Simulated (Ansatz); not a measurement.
A nudged elastic band was laid between two geometries of C2H8OSiTe (13 atoms, charge 0, multiplicity 1).

All numbers below come from RKS PBE0-D4/def2-SVP in Ansatz 0.2.0.

```json
{"movable images": "5", "climbing image": "yes", "spring": "5.0 eV/Å²", "optimiser": "quadratic models (default)", "start path": "through a guess of the saddle point", "force threshold": "0.03 eV/Å", "iteration limit": "60", "end points": "relaxed"}
```

Image 0:

```xyz
13
Properties=species:S:1:pos:R:3
C -0.012 0.451 1.855
C 1.107 0.301 0.848
Te 1.149 -1.624 -0.188
Si -0.689 -0.954 -1.729
O -0.318 0.408 -2.618
H 0.044 -0.317 2.639
H -1.004 0.368 1.384
H 0.043 1.439 2.344
H 1.071 1.061 0.054
H 2.098 0.372 1.319
H -0.880 -2.095 -2.665
H -1.945 -0.688 -0.958
H -0.644 1.243 -2.271
```

Image 6:

```xyz
13
Properties=species:S:1:pos:R:3
C 0.003 0.366 1.953
C 1.023 0.401 0.837
Te 1.160 -1.461 -0.303
Si -0.822 -0.853 -1.679
O -0.580 0.614 -2.439
H 0.220 -0.431 2.680
H -1.015 0.197 1.569
H -0.002 1.327 2.495
H 0.807 1.182 0.095
H 2.044 0.567 1.210
H -1.028 -1.989 -2.629
H -2.042 -0.646 -0.854
H 0.250 0.691 -2.921
```

Task: Which bonds break or form, and what moves?

Result: No bond is made or broken. The dihedral Te3–Si4–O5–H13 goes from -96 to 51°.

Task: What energy profile does the band end with?

Result: It converged. The highest image is number 0 of 0 to 6, 0.000 eV above the first end and 0.097 eV above the last; the last end lies 0.097 eV below the first. The highest image is an end point: on this band no image between the ends rises above it.

| image | path coordinate (Å) | energy (eV) | dihedral Te3–Si4–O5–H13 (°) |
| --- | --- | --- | --- |
| 0 | 0.00 | 0.000 | -96 |
| 1 | 0.07 | 0.000 | -93 |
| 2 | 0.53 | -0.006 | -70 |
| 3 | 0.98 | -0.016 | -55 |
| 4 | 1.44 | -0.024 | -15 |
| 5 | 1.89 | -0.081 | 32 |
| 6 | 2.34 | -0.097 | 51 |

The run took 3.8 min on 2 threads of Intel(R) Xeon(R) 6975P-C (Granite Rapids), with other jobs on the host, peak memory 0.35 GiB.
